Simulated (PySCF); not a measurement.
CH$_{2}$I$_{2}$, triplet, at the geometry of the source list (a higher spin typed on purpose: for a closed-shell molecule this is an excited state) (all electrons, no relativity), with bond 1-2 at 1.3 times its length. Base run: CAMB3LYP/STO-3G in PySCF.

Geometry (Å):
```xyz
5

I     -2.3309     1.3110    -0.0341
C     -0.0022    -0.2188     0.0070
I      1.8121     0.9221    -0.0359
H     -0.0051    -0.8019     0.9203
H     -0.0113    -0.8594    -0.8669
```
Charge 0, spin multiplicity 3.
Orbitals are unrestricted.
All else is at PySCF's defaults.
Base energy -13744.80370 Eh.

Variants of this job, named by their change:

| change | ΔE vs base (µEh) | SCF cycles | <S^2> |
|---|---|---|---|
| base | 0.0 | 11 | 2.003 |
| diis_space = 4 | 0.0 | 12 | 2.003 |
| solver = newton | -614 | - | 2.003 |
| init_guess = 1e | -614 | 15 | 2.003 |
| level_shift = 0.3 (with mf.max_cycle = 100) | 0.0 | 31 | 2.003 |
| diis = off; damp = 0.6 (with mf.diis_start_cycle = 200; with mf.max_cycle = 150) | 0.0 | 42 | 2.003 |
| diis_space = 20 | 0.0 | 11 | 2.003 |
| diis = off; damp = 0.3 (with mf.diis_start_cycle = 200; with mf.max_cycle = 150) | 0.0 | 26 | 2.003 |
| level_shift = 1.0 (with mf.max_cycle = 100) | 0.0 | 77 | 2.003 |
| conv_tol = 1e-12 | 0.0 | 43 | 2.003 |
| conv_tol = 1e-6 | 0.0 | 9 | 2.003 |
| diis_space = 2 | 0.0 | 19 | 2.003 |
| conv_tol = 1e-11 | 0.0 | 22 | 2.003 |

Open shells are given as the SCF converged; they aren't shown to be the lowest states, and a large step between rows can be another state.
